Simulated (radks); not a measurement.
Results of a calculation; reference values are marked as such.
All-electron atom: Ir IV in [Xe] 4f14 5d6 (the NIST ground configuration). Code: a radial shooting solver on a logarithmic mesh with Libxc functionals. Model: Dirac Kohn-Sham, BLYP, spin-unpolarised, spherical densities, finite nucleus; open shells fill j = l - 1/2 first; Fermi nuclear charge, rms radius 5.4032 fm.

Spin-orbit splittings of the eigenvalues, e(l+1/2) - e(l-1/2), with zeta = 2 splitting/(2l+1) and mean radii in bohr:

shell  occ.  splitting (eV)  zeta (eV)  <r> j=l-1/2  <r> j=l+1/2
2p        6            1628       1085      0.06017      0.06848
3p        6           356.4      237.6       0.1801       0.1954
3d       10           77.04      30.82       0.1705       0.1751
4p        6           84.35      56.23       0.4266       0.4604
4d       10               ?          ?       0.4719       0.4832
4f       14           3.122     0.8920       0.5311       0.5388
5p        6           13.77      9.182        1.059        1.155
5d        6           1.437     0.5746        1.529        1.576

Estimate the 4d splitting.

Answer. 15.66 eV (zeta = 6.263 eV).
